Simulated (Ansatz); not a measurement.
SeF₂, relaxed as a singlet with RKS r2SCAN-D4/def2-TZVP in Ansatz, starting from the GFN2-xTB geometry. Force threshold 0.02 eV/Å.

Start:

Cartesian coordinates in Å:
```
Se 0.4646 -0.1393 0.6482
F -0.0610 -1.1781 -0.7165
F -0.4035 1.3174 0.0683
```

```tsv
step	energy (eV)	largest force component (eV/Å)	SCF passes
1	-70782.1479	1.935	17
2	-70782.2084	0.812	20
3	-70782.2246	0.113	21
4	-70782.2252	0.013	23
```

Force components are those of the run's own axes.

End:

```xyz
3

Se    0.4426   -0.1332    0.6173
F    -0.0526   -1.1617   -0.6947
F    -0.3900    1.2949    0.0774
```

By distances, no bond broke or formed. The bond that changes most is Se1–F2, from 1.79 to 1.74 Å (atoms count from 1).

No frequencies were taken in this run, so the end may be a saddle point.

It took 3.3 s on 4 threads of Arm Neoverse V2 on a shared host.
